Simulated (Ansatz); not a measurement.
C$_{3}$F$_{5}$, doublet (typed; the unrestricted solution is spin-contaminated), at a GFN2-xTB geometry; CCSD(T)/STO-3G (Ansatz, an electronic-structure program).

Ansatz was given this input:
Ansatz 0.2 input:
```yaml
crystal:
  periodic: [false, false, false]
  atoms:
    - {symbol: F, position_ang: [2.60094538, 1.14283506, 0.08089861]}
    - {symbol: C, position_ang: [1.43096998, 0.69793299, -0.24220788]}
    - {symbol: C, position_ang: [0.44692092, 0.10911001, 0.37558517]}
    - {symbol: F, position_ang: [0.44992855, -0.20912959, 1.70017522]}
    - {symbol: C, position_ang: [-0.83543288, -0.29579618, -0.32144863]}
    - {symbol: F, position_ang: [-1.90245541, 0.30342010, 0.21057985]}
    - {symbol: F, position_ang: [-0.79671474, 0.03356214, -1.61483549]}
    - {symbol: F, position_ang: [-1.04667580, -1.61151893, -0.25143729]}
basis:
  gaussian:
    orbitals: STO-3G
magnetization: {spin_polarized: true, initial_magnetization: 1}
correlation: {method: ccsd_t, electrons: outside_noble_gas}
accuracy: high
```

The log (banner, timings and long lists left out):

```
Functional definition: HF
868 factors; integrals over basis functions are off by at most 5.9e-8 eV
mean field evaluation 1: about -16381.1724 eV, gradient 3.3e1 eV
mean field evaluation 2: about -16381.5379 eV, gradient 3.3e1 eV
mean field evaluation 4: about -16389.0963 eV, gradient 2.9e0 eV
mean field evaluation 8: about -16389.3380 eV, gradient 8.9e-1 eV
mean field evaluation 16: about -16389.0962 eV, gradient 2.9e0 eV
mean field evaluation 32: about -16386.2585 eV, gradient 6.6e0 eV
mean field evaluation 64: about -16377.2563 eV, gradient 1.4e0 eV
mean field evaluation 96: about -16386.5392 eV, gradient 5.0e-2 eV
mean field evaluation 128: about -16381.2764 eV, gradient 1.1e0 eV
mean field -16389.45663985 eV, -602.3014223417 hartree, gradient 2.6e-8 eV, S^2 1.036194; 4 other end points of the search recorded, 0 dependent functions left out
determinant -16389.45663985 eV, -602.3014223417 hartree, with singles and doubles -16396.87943157 eV, -602.5742049063 hartree
determinant -16386.53925520 eV, -602.1942104335 hartree, with singles and doubles -16393.84631185 eV, -602.4627398123 hartree
8 core orbitals not correlated
reference -16389.45663985 eV, -602.3014223417 hartree; 24, 23 occupied and 8, 9 virtual orbitals, 868 factors
second order -5.63384313 eV of doubles, -0.00000000 eV of singles
cycle   1  -7.42644867 eV  change   -3.7e-3 eV  update   4.4e-3
cycle   2  -7.42990170 eV  change   -3.5e-3 eV  update   3.3e-3
cycle   3  -7.43270368 eV  change   -2.8e-3 eV  update   2.1e-3
cycle   4  -7.43389472 eV  change   -1.2e-3 eV  update   9.8e-4
cycle   5  -7.43673742 eV  change   -2.8e-3 eV  update   4.9e-4
cycle   6  -7.43839073 eV  change   -1.7e-3 eV  update   1.7e-4
cycle   7  -7.43859741 eV  change   -2.1e-4 eV  update   6.7e-5
cycle   8  -7.43864574 eV  change   -4.8e-5 eV  update   3.5e-5
cycle   9  -7.43865714 eV  change   -1.1e-5 eV  update   1.2e-5
cycle  10  -7.43866563 eV  change   -8.5e-6 eV  update   6.2e-6
cycle  11  -7.43867989 eV  change   -1.4e-5 eV  update   3.3e-6
cycle  12  -7.43868301 eV  change   -3.1e-6 eV  update   1.0e-6
cycle  13  -7.43868388 eV  change   -8.7e-7 eV  update   4.9e-7
cycle  14  -7.43868367 eV  change    2.2e-7 eV  update   2.2e-7
cycle  15  -7.43868343 eV  change    2.4e-7 eV  update   1.1e-7
cycle  16  -7.43868343 eV  change   -3.6e-9 eV  update   6.4e-8
cycle  17  -7.43868350 eV  change   -6.3e-8 eV  update   4.4e-8
cycle  18  -7.43868305 eV  change    4.5e-7 eV  update   1.2e-7
cycle  19  -7.43868308 eV  change   -2.9e-8 eV  update   5.8e-8
cycle  20  -7.43868315 eV  change   -6.7e-8 eV  update   3.4e-8
cycle  21  -7.43868325 eV  change   -1.0e-7 eV  update   2.1e-8
cycle  22  -7.43868329 eV  change   -4.7e-8 eV  update   9.9e-9
cycle  23  -7.43868330 eV  change   -7.9e-9 eV  update   4.3e-9
cycle  24  -7.43868330 eV  change   3.6e-10 eV  update   1.7e-9
perturbative correction -0.26864134 eV, -0.0098723873 hartree
Total energy: -16397.16396449 eV, -602.5846612982 hartree
```
